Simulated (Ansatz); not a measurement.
C₂H₉PSi (`CC[SiH2]P`) from Hartree–Fock to CCSD(T)

```xyz
13

C    -1.153   -1.082    0.651
C    -1.140    0.349    0.122
Si    0.428    0.797   -0.808
P     2.207    0.582    0.569
H    -2.094   -1.314    1.156
H    -0.348   -1.250    1.372
H    -1.026   -1.809   -0.156
H    -1.262    1.062    0.944
H    -1.986    0.514   -0.554
H     0.557   -0.054   -2.025
H     0.390    2.223   -1.239
H     3.153    0.813   -0.465
H     2.276   -0.831    0.432
```

Total charge 0; spin multiplicity 1. The structure was optimised at the PBE0-D4/def2-TZVP level. It is one conformer, not always the lowest. Frozen core, restricted reference, Ansatz. CBS rows extrapolate triple and quadruple zeta; past MP2 they add the triple-zeta difference.

```csv
basis,HF (Eh),MP2 corr.
def2-SVP,-710.39676,-0.51750
def2-TZVPP,-710.70494,-0.64416
def2-QZVPP,-710.72762,-0.68781
```

Q: Estimate the CCSD correlation energy and the (T) correction in each basis where they were run (hartree).

A: 
```json
{"basis": "def2-SVP", "CCSD corr.": "-0.58789", "(T)": "-0.01699"}
{"basis": "def2-TZVPP", "CCSD corr.": "-0.70948", "(T)": "-0.02785"}
{"basis": "CBS(def2)", "CCSD corr.": "-0.78546", "(T)": "as TZ"}
```
